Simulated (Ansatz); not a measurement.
Start from `[CH3][SnH2][N]=C=O` and change one atom or group to get `O=C=N[SiH3]`.

Ansatz, PBE0-D4/def2-TZVP geometries, multiplicity 1. Each molecule was computed in one conformer, which needn't be the lowest.

Elements past krypton have def2 core potentials.

| property | `[CH3][SnH2][N]=C=O` |
| --- | --- |
| HOMO energy (PBE/def2-TZVPP) / eV | -6.65 |
| HOMO energy (B3LYP/def2-TZVPP) / eV | -7.78 |
| LUMO energy (B3LYP/def2-TZVPP) / eV | -0.62 |
| LUMO energy (PBE0/def2-TZVPP) / eV | -0.38 |
| size of the dipole moment (ωB97M-V/def2-TZVPP) / D | 4.09 |
| HOMO–LUMO gap (B3LYP/def2-TZVPP) / eV | 7.15 |

Question: What does the change do to each property? (An estimate is asked.)

Answer: Ansatz gave: 
```csv
property,`O=C=N[SiH3]`,shift
HOMO energy (PBE/def2-TZVPP) / eV,-7.33,-0.68
HOMO energy (B3LYP/def2-TZVPP) / eV,-8.48,-0.70
LUMO energy (B3LYP/def2-TZVPP) / eV,-0.14,0.48
LUMO energy (PBE0/def2-TZVPP) / eV,0.10,0.48
size of the dipole moment (ωB97M-V/def2-TZVPP) / D,2.04,-2.05
HOMO–LUMO gap (B3LYP/def2-TZVPP) / eV,8.34,1.19
```

With PBE0 the HOMO falls by 0.69 eV and the LUMO rises by 0.48 eV, so the gap widens by about 1.17 eV. PBE moves the HOMO by -0.68 eV and ωB97M-V by -0.69 eV. Dipoles are sizes alone; their direction can turn.

B3LYP here is the variant with VWN-RPA as its local correlation; programs differ in this.
